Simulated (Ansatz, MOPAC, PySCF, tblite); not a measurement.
Potential energy surface of H3N (cation, charge +1), doublet: umbrella (inversion) coordinate, bond length relaxed. Scanned: angle between the N-H bonds and the threefold axis (90 = planar). Other coordinates (N-H bond length) were minimised at PBE0/def2-TZVP.

GFN2-xTB, 300 K electronic temperature (tblite); PM3, unrestricted, heats of formation (MOPAC); UHF/6-31G* = unrestricted Hartree-Fock/6-31G*, spherical d in PySCF; CCSD(T)/aug-cc-pVQZ = CCSD(T) on UHF/aug-cc-pVQZ, frozen core run with Ansatz (a quantum-chemistry and plane-wave program).

Energies relative to the lowest point of each profile, in mEh:

```
a / °   GFN2-xTB    PM3  UHF/6-31G*
------  --------  -----  ----------
90           0.0    0.0         0.0
93.90        0.5    0.7         0.7
96.90        1.5    2.2         2.1
99.90        3.2    4.7         4.6
102.90       5.6    8.3         8.3
111.90      18.6   27.5        29.2
114.90      25.4   37.5        40.4
120.90      43.8   64.4        71.0
123.90      55.8   81.7        90.9
126.90      69.7  101.6       114.4
129.90      85.5  124.0       141.8
132         97.6  141.1       163.6
```

Estimate the CCSD(T)/aug-cc-pVQZ values at these points.

90: 0.0; 93.90: 0.6; 96.90: 2.0; 99.90: 4.2; 102.90: 7.5; 111.90: 26.1; 114.90: 35.8; 120.90: 62.2; 123.90: 79.2; 126.90: 99.2; 129.90: 122.4; 132: 140.8 (mEh).
